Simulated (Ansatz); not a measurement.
Ansatz (a quantum-chemistry and plane-wave program) input (HF/6-31G*):

Ansatz 0.2 input:
```yaml
crystal:
  periodic: [false, false, false]
  atoms:
    - {symbol: C, position_ang: [1.20355400, -0.10199000, -1.48482200]}
    - {symbol: Si, position_ang: [0.10400900, 0.00328400, -0.11091000]}
    - {symbol: C, position_ang: [-1.63911200, 0.55203400, -0.66917400]}
    - {symbol: C, position_ang: [-0.29544900, -1.51424400, 1.02253600]}
    - {symbol: N, position_ang: [0.66296700, 1.15217800, 1.13674900]}
    - {symbol: H, position_ang: [2.24273000, -0.40708700, -1.36168300]}
    - {symbol: H, position_ang: [0.81517500, -0.28331000, -2.48593200]}
    - {symbol: H, position_ang: [-2.07852600, -0.17358900, -1.36155500]}
    - {symbol: H, position_ang: [-2.31353900, 0.65536000, 0.18700900]}
    - {symbol: H, position_ang: [-1.58824300, 1.51678100, -1.17994800]}
    - {symbol: H, position_ang: [-0.91983400, -1.25636300, 1.88923200]}
    - {symbol: H, position_ang: [0.63061800, -1.96664900, 1.39390700]}
    - {symbol: H, position_ang: [-0.82204700, -2.28192300, 0.44727900]}
    - {symbol: H, position_ang: [0.87793300, 0.76668900, 2.04712700]}
    - {symbol: H, position_ang: [1.44487900, 1.70406100, 0.80880800]}
basis:
  gaussian:
    orbitals: 6-31G*
hamiltonian:
  xc: {name: HF}
total_charge: -1
relax: {f_tol: 0.003, max_steps: 120}
```

Output:

```
Functional definition: HF
integrals: 0.05 GiB planned
1172 factors; integrals over basis functions are off by at most 4.3e-4 eV
mean field: 0.32 GiB planned
mean field evaluation 1: about -12588.6494 eV, gradient 3.5e1 eV
mean field evaluation 2: about -12588.7186 eV, gradient 3.5e1 eV
mean field evaluation 4: about -12592.1664 eV, gradient 3.6e0 eV
mean field evaluation 8: about -12592.2119 eV, gradient 1.8e-1 eV
mean field -12592.21211353 eV, -462.7552598642 hartree, gradient 1.4e-5 eV, S^2 0.000000; 0 other end points of the search recorded, 0 dependent functions left out
the calculation of the forces begins
reference -12592.21211353 eV, -462.7552598642 hartree; 25, 25 occupied and 74, 74 virtual orbitals, 1172 factors
relax step   1: F+E_penalty+E_count = -12592.21211353 eV  Δ(F+E_penalty+E_count) = +0.000e0 eV  max|allowed force component| = 4.576e-1 eV/Å  Δτ_max = 0.0000 Å  (35 SCF iters, accepted)
these checks for a lower state are left out or cut short: starts, cluster_reference, orbital_swaps, neighbouring_geometries, increment
integrals: 0.05 GiB planned
1172 factors; integrals over basis functions are off by at most 4.2e-4 eV
mean field: 0.32 GiB planned
mean field evaluation 16: about -12592.2271 eV, gradient 2.7e-4 eV
mean field -12592.22706200 eV, -462.7558092105 hartree, gradient 2.5e-5 eV, S^2 0.000000; 0 other end points of the search recorded, 0 dependent functions left out
the calculation of the forces begins
reference -12592.22706200 eV, -462.7558092105 hartree; 25, 25 occupied and 74, 74 virtual orbitals, 1172 factors
relax step   2: F+E_penalty+E_count = -12592.22706200 eV  Δ(F+E_penalty+E_count) = -1.495e-2 eV  max|allowed force component| = 1.202e-1 eV/Å  Δτ_max = 0.0375 Å  (34 SCF iters, accepted)
these checks for a lower state are left out or cut short: starts, cluster_reference, orbital_swaps, neighbouring_geometries, increment
integrals: 0.05 GiB planned
1172 factors; integrals over basis functions are off by at most 4.2e-4 eV
mean field: 0.32 GiB planned
mean field -12592.22852208 eV, -462.7558628674 hartree, gradient 2.4e-5 eV, S^2 0.000000; 0 other end points of the search recorded, 0 dependent functions left out
the calculation of the forces begins
reference -12592.22852208 eV, -462.7558628674 hartree; 25, 25 occupied and 74, 74 virtual orbitals, 1172 factors
relax step   3: F+E_penalty+E_count = -12592.22852208 eV  Δ(F+E_penalty+E_count) = -1.460e-3 eV  max|allowed force component| = 5.063e-2 eV/Å  Δτ_max = 0.0276 Å  (34 SCF iters, accepted)
these checks for a lower state are left out or cut short: starts, cluster_reference, orbital_swaps, neighbouring_geometries, increment
integrals: 0.05 GiB planned
1172 factors; integrals over basis functions are off by at most 4.2e-4 eV
mean field: 0.32 GiB planned
mean field evaluation 32: about -12592.2289 eV, gradient 2.4e-5 eV
mean field -12592.22894976 eV, -462.7558785845 hartree, gradient 2.4e-5 eV, S^2 0.000000; 0 other end points of the search recorded, 0 dependent functions left out
the calculation of the forces begins
reference -12592.22894976 eV, -462.7558785845 hartree; 25, 25 occupied and 74, 74 virtual orbitals, 1172 factors
relax step   4: F+E_penalty+E_count = -12592.22894976 eV  Δ(F+E_penalty+E_count) = -4.277e-4 eV  max|allowed force component| = 3.130e-2 eV/Å  Δτ_max = 0.0185 Å  (26 SCF iters, accepted)
these checks for a lower state are left out or cut short: starts, cluster_reference, orbital_swaps, neighbouring_geometries, increment
integrals: 0.05 GiB planned
1172 factors; integrals over basis functions are off by at most 4.2e-4 eV
mean field: 0.32 GiB planned
mean field -12592.22911347 eV, -462.7558846005 hartree, gradient 2.2e-5 eV, S^2 0.000000; 0 other end points of the search recorded, 0 dependent functions left out
the calculation of the forces begins
reference -12592.22911347 eV, -462.7558846005 hartree; 25, 25 occupied and 74, 74 virtual orbitals, 1172 factors
relax step   5: F+E_penalty+E_count = -12592.22911347 eV  Δ(F+E_penalty+E_count) = -1.637e-4 eV  max|allowed force component| = 1.609e-2 eV/Å  Δτ_max = 0.0152 Å  (26 SCF iters, accepted)
these checks for a lower state are left out or cut short: starts, cluster_reference, orbital_swaps, neighbouring_geometries, increment
integrals: 0.05 GiB planned
1172 factors; integrals over basis functions are off by at most 4.2e-4 eV
mean field: 0.32 GiB planned
mean field -12592.22919130 eV, -462.7558874607 hartree, gradient 1.5e-5 eV, S^2 0.000000; 0 other end points of the search recorded, 0 dependent functions left out
the calculation of the forces begins
reference -12592.22919130 eV, -462.7558874607 hartree; 25, 25 occupied and 74, 74 virtual orbitals, 1172 factors
relax step   6: F+E_penalty+E_count = -12592.22919130 eV  Δ(F+E_penalty+E_count) = -7.783e-5 eV  max|allowed force component| = 1.295e-2 eV/Å  Δτ_max = 0.0137 Å  (26 SCF iters, accepted)
these checks for a lower state are left out or cut short: starts, cluster_reference, orbital_swaps, neighbouring_geometries, increment
integrals: 0.05 GiB planned
1172 factors; integrals over basis functions are off by at most 4.3e-4 eV
mean field: 0.32 GiB planned
mean field -12592.22923467 eV, -462.7558890545 hartree, gradient 9.1e-6 eV, S^2 0.000000; 0 other end points of the search recorded, 0 dependent functions left out
the calculation of the forces begins
reference -12592.22923467 eV, -462.7558890545 hartree; 25, 25 occupied and 74, 74 virtual orbitals, 1172 factors
relax step   7: F+E_penalty+E_count = -12592.22923467 eV  Δ(F+E_penalty+E_count) = -4.337e-5 eV  max|allowed force component| = 1.029e-2 eV/Å  Δτ_max = 0.0092 Å  (26 SCF iters, accepted)
these checks for a lower state are left out or cut short: starts, cluster_reference, orbital_swaps, neighbouring_geometries, increment
integrals: 0.05 GiB planned
1172 factors; integrals over basis functions are off by at most 4.3e-4 eV
mean field: 0.32 GiB planned
mean field -12592.22925419 eV, -462.7558897720 hartree, gradient 1.2e-5 eV, S^2 0.000000; 0 other end points of the search recorded, 0 dependent functions left out
the calculation of the forces begins
reference -12592.22925419 eV, -462.7558897720 hartree; 25, 25 occupied and 74, 74 virtual orbitals, 1172 factors
relax step   8: F+E_penalty+E_count = -12592.22925419 eV  Δ(F+E_penalty+E_count) = -1.952e-5 eV  max|allowed force component| = 7.788e-3 eV/Å  Δτ_max = 0.0074 Å  (25 SCF iters, accepted)
these checks for a lower state are left out or cut short: starts, cluster_reference, orbital_swaps, neighbouring_geometries, increment
integrals: 0.05 GiB planned
1172 factors; integrals over basis functions are off by at most 4.2e-4 eV
mean field: 0.32 GiB planned
mean field -12592.22925843 eV, -462.7558899276 hartree, gradient 2.1e-5 eV, S^2 0.000000; 0 other end points of the search recorded, 0 dependent functions left out
the calculation of the forces begins
reference -12592.22925843 eV, -462.7558899276 hartree; 25, 25 occupied and 74, 74 virtual orbitals, 1172 factors
relax step   9: F+E_penalty+E_count = -12592.22925843 eV  Δ(F+E_penalty+E_count) = -4.236e-6 eV  max|allowed force component| = 2.730e-3 eV/Å  Δτ_max = 0.0036 Å  (24 SCF iters, accepted)
integrals: 0.05 GiB planned
1172 factors; integrals over basis functions are off by at most 4.2e-4 eV
mean field: 0.32 GiB planned
mean field evaluation 64: about -12592.2293 eV, gradient 2.1e-5 eV
mean field -12592.22925843 eV, -462.7558899276 hartree, gradient 2.1e-5 eV, S^2 0.000000; 1 other end points of the search recorded, 0 dependent functions left out
the calculation of the forces begins
reference -12592.22925843 eV, -462.7558899276 hartree; 25, 25 occupied and 74, 74 virtual orbitals, 1172 factors
Total energy: -12592.22925843 eV, -462.7558899276 hartree
Atom 0 at     1.212306    -0.101245    -1.494443 Å, force    -0.001821     0.000229     0.000536 eV/Å
Atom 1 at     0.117610     0.001665    -0.118224 Å, force     0.002730    -0.002670     0.000674 eV/Å
Atom 2 at    -1.640663     0.550294    -0.666625 Å, force    -0.000542     0.000836    -0.000872 eV/Å
Atom 3 at    -0.310647    -1.512181     1.029049 Å, force    -0.000376    -0.001200     0.000055 eV/Å
Atom 4 at     0.673639     1.143421     1.146021 Å, force     0.000056     0.000937    -0.000176 eV/Å
Atom 5 at     2.266306    -0.340158    -1.375564 Å, force    -0.000354     0.000606     0.000155 eV/Å
Atom 6 at     0.837829    -0.334810    -2.486528 Å, force    -0.000054     0.000125    -0.000526 eV/Å
Atom 7 at    -2.073175    -0.150253    -1.382208 Å, force     0.001242     0.000519     0.000724 eV/Å
Atom 8 at    -2.323573     0.615899     0.180568 Å, force     0.000729    -0.000244    -0.000170 eV/Å
Atom 9 at    -1.612905     1.526887    -1.145313 Å, force    -0.000289    -0.000380     0.000283 eV/Å
Atom 10 at    -0.944825    -1.240373     1.876941 Å, force    -0.000312     0.000523    -0.000083 eV/Å
Atom 11 at     0.590077    -1.978963     1.432116 Å, force    -0.000246     0.000560    -0.000610 eV/Å
Atom 12 at    -0.837973    -2.280235     0.462860 Å, force    -0.000565    -0.000755     0.000047 eV/Å
Atom 13 at     0.965184     0.727321     2.009195 Å, force    -0.000836    -0.000479     0.001263 eV/Å
Atom 14 at     1.405925     1.737964     0.810778 Å, force     0.000638     0.001393    -0.001300 eV/Å
Dipole moment:    -0.295340    -0.108783     0.667478 e Å
```

The dipole moment of an ion depends on the origin.

The geometry given is a B3LYP-D3(BJ)/def2-TZVP minimum.
